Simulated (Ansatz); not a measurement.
Reactions of `CC(Cl)Br`.

Calculated with Ansatz (gas phase, PBE0-D4/def2-TZVP geometries, no zero-point term in ΔE). CBS: MP2 limit from def2 TZ/QZ plus the TZ coupled-cluster correction, frozen cores. This one scheme is used for every species, atoms too. Functionals use def2-TZVPP. B3LYP here is the variant with VWN-RPA as its local correlation; programs differ in this. No spin–orbit coupling; open shells (•) take unrestricted orbitals. Spin–orbit coupling would lower the free atoms: a little for C, Cl; clearly for Br. Elements past krypton have def2 core potentials. For Br, Ge, I, In outer-core shells are correlated without core-valence functions, so the limit isn't a true one: a few kJ/mol of doubt a bond, and 10 to 20 or more in all where bonds break to atoms. Scalar relativity is left out up to krypton. Each species was taken in one conformer, which may not be the lowest.

```tsv
reaction	r2SCAN-D4 (kcal/mol)	B3LYP-D4 (kcal/mol)	CCSD(T)/CBS(def2) (kcal/mol)
`CC(Cl)Br` + HBr → `ClC(Br)Br` + CH₄	10.5	9.9	11.1
`CC(Cl)Br` + H₂ → `CCCl` + HBr	-18.2	-18.9	-18.4
`CC(Cl)Br` + H₂ → `CCBr` + HCl	-19.9	-20.7	-20.6
`CC(Cl)Br` + `C=[C](F)[InH2]` → `C=[C](F)[InH][CH3]` + `ClCBr`	-1.7	-2.2	-2.8
`CC(Cl)Br` + `[SH][GeH3]` → `C[S][GeH3]` + `ClCBr`	7.0	6.2	7.2
`CC(Cl)Br` → Br• + 2 C• + Cl• + 4 H•	661.1	654.3	659.3
`CC(Cl)Br` + HCl → `ClC(Cl)Br` + CH₄	11.2	10.9	12.6
`CC(Cl)Br` → `Cl[CH]Br`• + `[CH3]`•	85.6	88.7	95.5
`CC(Cl)Br` + HI → `CC(Cl)I` + HBr	-1.1	-1.4	-2.4
`CC(Cl)Br` → `ClCBr` + `[CH2]` (triplet)	102.8	105.8	108.4
```

Largest T1 diagnostic: 0.014, for `C=[C](F)[InH2]`.
